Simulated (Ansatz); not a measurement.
Basis-set series for CH7BGaNSe, SMILES `C[Se][B](N)[GaH2]`. Charge 0, multiplicity 1. The geometry is a stationary point of PBE0-D4/def2-TZVP. It is one conformer, not always the lowest.

```xyz
12

C    -0.5421   -1.9434    0.9808
Se    0.9430   -1.5203   -0.2095
B     0.6449    0.3721   -0.5742
N     1.5544    1.0142   -1.4191
Ga   -0.9294    1.5341    0.1945
H    -0.4840   -1.3471    1.8879
H    -1.4915   -1.7756    0.4787
H    -0.4431   -2.9983    1.2308
H     1.4697    1.9880   -1.6561
H     2.3491    0.5666   -1.8496
H    -2.0749    1.0471    1.1611
H    -0.9961    3.0626   -0.2254
```

```tsv
functional	basis	functions	energy (Eh)	HOMO (eV)	LUMO (eV)
PBE0-D4	def2-SVP	141	-4447.06178	-6.29	-1.91
PBE0-D4	def2-TZVPP	287	-4447.73893	-6.43	-2.01
ωB97M-V	def2-SVP	141	-4447.43013	-8.38	-0.16
ωB97M-V	def2-TZVPP	287	-4448.11250	-8.55	-0.29
```

(1) Give the rows for def2-QZVPP. (Best estimate.)

Results:

(1) The calculation gave: 
```csv
functional,basis,functions,energy (Eh),HOMO (eV),LUMO (eV)
PBE0-D4,def2-QZVPP,559,-4447.84010,-6.45,-2.04
ωB97M-V,def2-QZVPP,559,-4448.21074,-8.57,-0.39
```

Scalar relativity is left out up to krypton.

All numbers were calculated with Ansatz.
